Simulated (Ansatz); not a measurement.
`[CH3][In]([Cl])[Cl]`. Charge 0, multiplicity 1. In takes the def2 core potential.

Z-matrix (Å, degrees):
```
C
In 1 2.126
H 1 1.088 2 109.3
H 1 1.089 2 109.2 3 121.1
H 1 1.090 2 108.6 3 -119.7
Cl 2 2.323 1 124.3 3 -159.7
Cl 2 2.323 1 124.4 3 20.5
```

Problem. List the harmonic frequencies (cm⁻¹, unscaled) at PBE0-D4/def2-TZVP in Ansatz. (Best estimate.)

Solution. Ansatz gave: 15, 93, 99, 109, 355, 368, 527, 730, 757, 1197, 1446, 1447, 3076, 3174, 3189.
